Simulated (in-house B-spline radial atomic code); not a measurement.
A run on Sr (an excited or competing configuration) that did not converge. Method: scalar-relativistic (X2C) B97-1, spin-polarised, spherical fractional occupations, exact exchange averaged over the configuration, Fermi nucleus of rms radius 4.224 fm; computed with an all-electron radial atomic-structure program (B-spline basis).

Command:
```bash
python run_scf.py task.json out
```
Settings (nuclear radius in fm, mass in u):
```
Z                38
configuration    [Ar] 3d10 4s2 4p5 5s2 6p1
hamiltonian      x2c
method           b97_1
spin_polarised   True
nucleus          fermi
rms_radius       4.224
atomic_mass      87.90561
speed_of_light   137.035999084
exact_exchange   averaged over the configuration
```

First and last ten iterations of the last attempt (damped for 15 steps, keeping 80 % of the old Fock matrix, then DIIS):
```
 iter        energy (Eh)    residual
    1       -3177.216194    4.13e-01
    2       -3177.813092    1.28e-01
    3       -3178.010986    8.08e-02
    4       -3178.096383    5.05e-02
    5       -3178.133352    3.16e-02
    6       -3178.149474    1.97e-02
    7       -3178.156616    1.28e-02
    8       -3178.159855    9.11e-03
    9       -3178.161391    6.53e-03
   10       -3178.162162    4.76e-03
  111       -3178.163227    1.50e-04
  112       -3178.163228    1.94e-04
  113       -3178.163227    7.44e-05
  114       -3178.163227    1.11e-04
  115       -3178.163228    2.10e-04
  116       -3178.163227    1.31e-04
  117       -3178.163228    2.01e-04
  118       -3178.163230    4.85e-04
  119       -3178.163227    1.58e-04
  120       -3178.163226    9.96e-05
 not converged after 120 iterations
```

The smallest residual met was 4.1e-05; the threshold is about 4e-07. Over the last five steps the energy moves by less than 7e-06 hartree, but the orbitals didn't meet the threshold. Time taken, with all properties: 6.1 s on 1 thread of Intel(R) Xeon(R) Platinum 8488C, with other jobs on the host.
